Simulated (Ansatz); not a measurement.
A series at B: from `[SiH3]OB(O[SiH3])O[SiH3]`, ligands are replaced one by one, each step taking up H₂S and setting free `O[SiH3]`; n counts the steps. Ansatz, PBE0-D4/def2-TZVP geometries. Each molecule was computed in one conformer, which needn't be the lowest.

```csv
n,molecule,"HOMO energy, ωB97M-V/def2-TZVPP (eV)"
0,`[SiH3]OB(O[SiH3])O[SiH3]`,?
1,`[SiH3]OB(S)O[SiH3]`,-9.72
2,`[SiH3]OB(S)S`,-9.56
3,`SB(S)S`,-9.68
```

Question: By hand: fit a straight line y = ȳ + b (n − n̄) to the 3 given rows and predict n = 0.

Answer: n̄ = 2.000, ȳ = -9.653; Σ(n − n̄)(y − ȳ) = 0.040, Σ(n − n̄)² = 2.000, so b = 0.020 eV a step. Prediction: -9.653 + (0.020) × (-2.000) = -9.69 eV.

Question: By hand: compare with the computed value, -11.34 eV, and give the steps along the whole series.

Answer: The line misses by -1.65 eV (computed minus predicted). Steps: 1.62, 0.16, -0.12 eV.

The steps change sign along the series, so a line is a poor guide. The highest orbital can change its character along such a series. The miss is 92.7 % of the series' range.
